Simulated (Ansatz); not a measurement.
Basis-set series for CF₂NSn (`N#[C][Sn]([F])[F]`) radical. Charge 0, multiplicity 2. Sn: def2 effective core potential. The geometry is a stationary point of PBE0-D4/def2-TZVP.

```tsv
functional	basis	functions	energy (Eh)	HOMO (eV)	LUMO (eV)
PBE0-D4	def2-SVP	82	-506.31151	-8.53	-5.39
PBE0-D4	def2-QZVPP	310	-506.71108	-8.71	-5.54
ωB97M-V	def2-SVP	82	-506.48416	-10.63	-3.52
ωB97M-V	def2-QZVPP	310	-506.89114	-10.87	-3.75
```

Q: Give the rows for def2-TZVPP. (Estimate.)

A: Ansatz gave: 
```
functional       basis  functions  energy (Eh)  HOMO (eV)  LUMO (eV)
   PBE0-D4  def2-TZVPP        174   -506.69192      -8.69      -5.53
   ωB97M-V  def2-TZVPP        174   -506.87318     -10.86      -3.71
```

HOMO and LUMO are taken over both spins.
